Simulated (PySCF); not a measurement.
## From PBE0/aug-cc-pVDZ to PBE0/def2-SVP: the lowest triplet excitation energy (Tamm–Dancoff) of 7 molecules

Settings: PySCF, density fitting, no solvent, no relativity; the PBE0-D3(BJ)/def2-SVP geometry of a molecule is the same in every run. Basis functions per molecule: 205–292 in aug-cc-pVDZ, 123–172 in def2-SVP.

Lowest triplet excitation energy (Tamm–Dancoff) (eV):

| molecule | PBE0/aug-cc-pVDZ | PBE0/def2-SVP |
| --- | --- | --- |
| CCCCOC(C)=O | 5.41 | 5.40 |
| Cl[C@@H]1CC12CC2 | 6.09 | 6.45 |
| CC(=O)OCC(C)C | 5.36 | 5.35 |
| CCCC(=O)OCC | 5.30 | 5.30 |
| CCCOC(=O)CC | 5.41 | 5.42 |
| CC(=O)OC(C)(C)C | 5.28 | ? |
| CCCCCOC=O | 5.30 | 5.34 |

What should PBE0/def2-SVP give for `CC(=O)OC(C)(C)C`?

The basis change moves the other 6 molecules by +0.06 eV on average (standard deviation 0.15), which puts `CC(=O)OC(C)(C)C` at 5.28 + 0.06 = 5.34 eV. A straight line through the pairs, y = 1.465x − 2.48, gives 5.25 eV. The run gave 5.28 eV: the mean change misses by 0.06, the line by 0.03 eV.

Which of the two rules would one have trusted beforehand?

Leaving out each listed molecule in turn and predicting it from the rest, the mean change misses by 0.118 eV on average and the line by 0.116; so neither has a clear lead.

Is the change the same for all, and does it alter the order of the molecules?

Among the 6 molecules with both values given it runs from -0.01 eV for `CC(=O)OCC(C)C` to +0.36 eV for `Cl[C@@H]1CC12CC2`; `CC(=O)OC(C)(C)C` moves by 0.00 eV, inside this range. The change is not of one sign for all. No pair among the 6 changes order.

Neither level serves as a reference here, and other classes of molecule may behave otherwise.
